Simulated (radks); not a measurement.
Q: Xe+, configuration [Kr] 4d10 5s2 5p5. All-electron calculation, Dirac Kohn-Sham, PBE, spin-unpolarised, spherical densities, point nucleus; open shells are shared between the two j in proportion to 2j + 1. Program: a radial shooting solver on a logarithmic mesh with Libxc functionals. Some entries of the table are withheld. Estimate them.

| orbital | occ. | eigenvalue (hartree) | <r^2> (bohr^2) | <1/r> (bohr^-1) |
|---|---|---|---|---|
| 1s1/2 | 2 | -1262.612 | 0.0009636 | 58.12 |
| 2s1/2 | 2 | -196.7436 | (1) | 13.59 |
| 2p1/2 | 2 | (2) | 0.01139 | 13.57 |
| 2p3/2 | 4 | (3) | 0.01267 | 12.47 |
| 3s1/2 | 2 | -40.53857 | 0.1072 | 4.859 |
| 3p1/2 | 2 | -35.59973 | 0.1020 | 4.770 |
| 3p3/2 | 4 | -33.33371 | 0.1099 | 4.499 |
| 3d3/2 | 4 | -24.64751 | 0.09195 | 4.355 |
| 3d5/2 | 6 | -24.16865 | 0.09425 | 4.286 |
| 4s1/2 | 2 | -7.61854 | 0.5801 | 1.967 |
| 4p1/2 | 2 | (4) | 0.6336 | (5) |
| 4p3/2 | 4 | (6) | 0.6815 | (7) |
| 4d3/2 | 4 | -2.59183 | 0.8833 | 1.528 |
| 4d5/2 | 6 | -2.51880 | 0.9055 | 1.505 |
| 5s1/2 | 2 | -1.06750 | 3.757 | 0.7187 |
| 5p1/2 | 1.66667 | -0.65992 | 5.144 | 0.6109 |
| 5p3/2 | 3.33333 | -0.60916 | 5.609 | 0.5818 |

A: 
(1) 2s1/2 <r^2> (bohr^2): 0.01543
(2) 2p1/2 eigenvalue (hartree): -184.8564
(3) 2p3/2 eigenvalue (hartree): -172.9262
(4) 4p1/2 eigenvalue (hartree): -5.87036
(5) 4p1/2 <1/r> (bohr^-1): 1.858
(6) 4p3/2 eigenvalue (hartree): -5.41847
(7) 4p3/2 <1/r> (bohr^-1): 1.771
